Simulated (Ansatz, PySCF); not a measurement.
This Ansatz (an electronic-structure program) input computes a CCSD(T)/cc-pVDZ energy:

Ansatz 0.2 input:
```yaml
crystal:
  periodic: [false, false, false]
  atoms:
    - {symbol: C, position_ang: [1.89810304, -0.00695638, -0.13375735]}
    - {symbol: C, position_ang: [0.71704237, -0.18849680, 0.06093693]}
    - {symbol: C, position_ang: [-0.77587317, -0.34474074, 0.26312233]}
    - {symbol: O, position_ang: [-1.51511058, 0.61783038, -0.26041654]}
    - {symbol: H, position_ang: [2.92521377, 0.18217212, -0.32181517]}
    - {symbol: H, position_ang: [-0.86507089, -0.48866269, 1.38731378]}
    - {symbol: H, position_ang: [-0.97489164, -1.39498896, -0.12397777]}
basis:
  gaussian:
    orbitals: cc-pVDZ
total_charge: -1
magnetization: {spin_polarized: false}
correlation: {method: ccsd_t, electrons: outside_noble_gas}
```

### Question
Write an input for the same energy in PySCF and say what it gives.

### Answer

```python
from pyscf import gto, scf, mp, cc as ccmod

mol = gto.M(
    atom='''
    C     1.89810304   -0.00695638   -0.13375735
    C     0.71704237   -0.18849680    0.06093693
    C    -0.77587317   -0.34474074    0.26312233
    O    -1.51511058    0.61783038   -0.26041654
    H     2.92521377    0.18217212   -0.32181517
    H    -0.86507089   -0.48866269    1.38731378
    H    -0.97489164   -1.39498896   -0.12397777
    ''',
    basis='cc-pvdz',
    charge=-1,
    spin=0,
    verbose=4,
)

mf = scf.RHF(mol)
mf.conv_tol = 1e-10
mf.max_cycle = 100
mf.kernel()
mp2 = mp.MP2(mf, frozen=4).run()
cc = ccmod.CCSD(mf, frozen=4)
cc.max_cycle = 100
cc.kernel()
et = cc.ccsd_t()
print(f'E(CCSD(T)) = {cc.e_tot + et:.9f}')
```
It gives -190.72055 Eh, and Ansatz -190.72054 Eh, a difference of 0.01 mEh.

It need not be the lowest isomer of its formula. Whether it binds its extra electron was not tested at this geometry.
